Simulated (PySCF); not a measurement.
# Excitation energy of Mg⁺ by level of theory

Mg⁺ [Ne] 3s1 (2S) → Mg⁺ [Ne] 3p1 (2P), as a difference of total energies. All numbers are calculated (PySCF 2.14, scalar relativity by spin-free X2C-1e, in x2c-TZVPPall). Correlated levels: valence and next inner shell: 1s2 frozen. The calculations carry no spin-orbit coupling.

| method | excitation energy (eV) | error (eV) |
| --- | --- | --- |
| UHF | 4.328 | -0.102 |
| LDA | 4.239 | -0.191 |
| PBE | 4.102 | -0.328 |
| PBE0 | 4.166 | -0.264 |
| r2SCAN | 4.093 | -0.337 |
| M06-L | 3.782 | -0.648 |
| TPSSh | 4.053 | -0.377 |
| TPSS | 4.018 | -0.412 |
| r2SCANh | 4.132 | -0.298 |
| ROHF | 4.327 | -0.103 |
| MP2 (valence and next inner shell) | 4.421 | -0.009 |
| SCS-MP2 (valence and next inner shell) | 4.399 | -0.031 |

Reference: 4.43 eV (measured; NIST levels, between the centres of gravity of the two terms).

Errors of the correlated levels include the incompleteness of this basis and the frozen core.

The basis was made for the ground configuration and has no added diffuse functions, so the excitation energy can come out too high.
